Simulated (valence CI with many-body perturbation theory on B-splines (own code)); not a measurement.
## Level structure of Bi LIII

Calculated by relativistic CI+MBPT: three valence electrons over a frozen Dirac-Fock core [Ar] 3d10, radial functions for each j: 9 s, 9 p, 8 d, 6 f, 3 g, 1 h, with the one-electron correlation potential Σ1 (screened to all orders), the two-electron term Σ2, the three-electron term Σ3, Breit, model QED; selected single and double excitations, second order for the rest, scaled by the run's own slope (own B-spline code, finite nucleus).

The last digits are not significant, and no measured levels were compared; by estimate large intervals hold to a few tenths of a per cent, small ones and those within an open d or f shell to about a per cent.

Levels 1 to 35 of 35, with energies above the lowest level, (4s^2 4p1/2) J=1/2. "Leading %" is the weight of the configuration and term that name the level; weights of strongly mixed levels are sums over their largest components and can fall short, so below about 35 % the name and the second component can differ from the true leading terms, or belong to a minority configuration. In the jj column 3d3/2^4 stands for four electrons in 3d with j = 3/2.

| No. | Configuration | Term | J | E (eV) | Leading % | Leading jj | Second component |
| --- | --- | --- | --- | --- | --- | --- | --- |
| 1 | 4s²4p | ²P° | 1/2 | 0.00 | 100 | 4s^2 4p1/2 (100 %) |  |
| 2 | 4s4p² | ⁴P | 1/2 | 120.92 | 53 | 4s 4p1/2^2 (99 %) | 30 % 4s4p² ²S |
| 3 | 4s²4p | ²P° | 3/2 | 181.37 | 99 | 4s^2 4p3/2 (99 %) |  |
| 4 | 4s4p² | ⁴P | 3/2 | 285.97 | 90 | 4s 4p1/2 4p3/2 (99 %) | 8 % 4s4p² ²D |
| 5 | 4s4p² | ²D | 5/2 | 296.14 | 61 | 4s 4p1/2 4p3/2 (98 %) | 38 % 4s4p² ⁴P |
| 6 | 4s4p² | ²D | 3/2 | 310.10 | 60 | 4s 4p1/2 4p3/2 (95 %) | 33 % 4s4p² ²P |
| 7 | 4s4p² | ²P | 1/2 | 312.48 | 69 | 4s 4p1/2 4p3/2 (98 %) | 29 % 4s4p² ⁴P |
| 8 | 4s²4d | ²D | 3/2 | 375.39 | 95 | 4s^2 4d3/2 (95 %) |  |
| 9 | 4s²4d | ²D | 5/2 | 411.20 | 96 | 4s^2 4d5/2 (96 %) |  |
| 10 | 4p³ | ²P° | 3/2 | 430.58 | 46 | 4p1/2^2 4p3/2 (94 %) | 27 % 4p³ ²D° |
| 11 | 4s4p4d | ⁴F° | 3/2 | 470.61 | 78 | 4s 4p1/2 4d3/2 (98 %) | 17 % 4s4p4d ²D° |
| 12 | 4s4p² | ⁴P | 5/2 | 474.49 | 59 | 4s 4p3/2^2 (97 %) | 39 % 4s4p² ²D |
| 13 | 4s4p4d | ⁴F° | 5/2 | 479.79 | 45 | 4s 4p1/2 4d3/2 (97 %) | 29 % 4s4p4d ²F° |
| 14 | 4s4p² | ²S | 1/2 | 493.61 | 68 | 4s 4p3/2^2 (99 %) | 18 % 4s4p² ⁴P |
| 15 | 4s4p4d | ⁴D° | 1/2 | 495.11 | 58 | 4s 4p1/2 4d3/2 (99 %) | 36 % 4s4p4d ²P° |
| 16 | 4s4p4d | ⁴D° | 3/2 | 497.21 | 34 | 4s 4p1/2 4d3/2 (93 %) | 23 % 4s4p4d ²P° |
| 17 | 4s4p² | ²P | 3/2 | 497.52 | 61 | 4s 4p3/2^2 (98 %) | 30 % 4s4p² ²D |
| 18 | 4s4p4d | ⁴P° | 5/2 | 518.29 | 39 | 4s 4p1/2 4d5/2 (99 %) | 30 % 4s4p4d ⁴D° |
| 19 | 4s4p4d | ⁴F° | 7/2 | 525.30 | 43 | 4s 4p1/2 4d5/2 (97 %) | 33 % 4s4p4d ²F° |
| 20 | 4s4p4d | ²F° | 5/2 | 532.34 | 51 | 4s 4p1/2 4d5/2 (96 %) | 20 % 4s4p4d ²D° |
| 21 | 4s4p4d | ²D° | 3/2 | 534.27 | 39 | 4s 4p1/2 4d5/2 (91 %) | 37 % 4s4p4d ²P° |
| 22 | 4p³ | ⁴S° | 3/2 | 608.52 | 51 | 4p1/2 4p3/2^2 (95 %) | 45 % 4p³ ²D° |
| 23 | 4p³ | ²D° | 5/2 | 609.53 | 80 | 4p1/2 4p3/2^2 (80 %) | 10 % 4s²4f ²F° |
| 24 | 4p²4d | ²D | 3/2 | 611.13 | 40 | 4p1/2^2 4d3/2 (99 %) | 34 % 4p²4d ⁴F |
| 25 | 4s²4f | ²F° | 5/2 | 611.30 | 86 | 4s^2 4f5/2 (86 %) | 10 % 4p³ ²D° |
| 26 | 4p³ | ²P° | 1/2 | 618.38 | 94 | 4p1/2 4p3/2^2 (94 %) | 5 % 4s4p4d ²P° |
| 27 | 4s²4f | ²F° | 7/2 | 623.00 | 96 | 4s^2 4f7/2 (96 %) |  |
| 28 | 4p²4d | ²D | 5/2 | 656.52 | 32 | 4p1/2^2 4d5/2 (96 %) | 20 % 4p²4d ⁴D |
| 29 | 4s4p4d | ⁴D° | 3/2 | 661.93 | 44 | 4s 4p3/2 4d3/2 (99 %) | 37 % 4s4p4d ⁴P° |
| 30 | 4s4p4d | ⁴P° | 1/2 | 662.04 | 85 | 4s 4p3/2 4d3/2 (99 %) | 13 % 4s4p4d ⁴D° |
| 31 | 4s4p4d | ⁴D° | 5/2 | 662.16 | 49 | 4s 4p3/2 4d3/2 (94 %) | 21 % 4s4p4d ⁴F° |
| 32 | 4s4p4d | ⁴F° | 7/2 | 666.96 | 40 | 4s 4p3/2 4d3/2 (89 %) | 32 % 4s4p4d ²F° |
| 33 | 4s4p4d | ²D° | 3/2 | 679.90 | 63 | 4s 4p3/2 4d3/2 (87 %) | 21 % 4s4p4d ⁴P° |
| 34 | 4s4p4d | ⁴F° | 9/2 | 687.38 | 100 | 4s 4p3/2 4d5/2 (100 %) |  |
| 35 | 4s4p4d | ²P° | 1/2 | 688.49 | 71 | 4s 4p3/2 4d3/2 (94 %) | 22 % 4s4p4d ⁴D° |

The ionisation energy to 4s² ¹S0 of the next ion comes out as 3152.6 eV (NIST: 3151 ± 4 eV (theoretical)). All 35 levels together are meant to be complete up to 688.65 eV.
